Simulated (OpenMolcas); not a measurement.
Zr3+ (d1) among equal point charges was computed by CASSCF with the d shell active (OpenMolcas, ANO-RCC-VDZP on the metal). Its lowest spin-free states, and all those of the highest spin:

| 2S+1 | Degeneracy | E (cm-1) |
| --- | --- | --- |
| 2 | 1 | 0.0 |
| 2 | 2 | 4772 |
| 2 | 1 | 11671 |
| 2 | 1 | 20511 |

Question: Is the site octahedral, tetrahedral or cube-like, axial, or of lower symmetry?

Answer: The states with 2S+1 = 2 have orbital degeneracies 1, 2, 1, 1. There are pairs but no triples, so the site is axial: not cubic, but with a proper or improper axis of order three or more. The run had Zr3+ among 5 point charges of -1.3 e arranged as a square pyramid (C4v), 2.26 Å from the ion, with the axial distance 2.644 Å.

This is an electrostatic model: the charges have no orbitals. An unlabelled pair can be two single states that coincide in this model. No measured value stands beside these numbers.
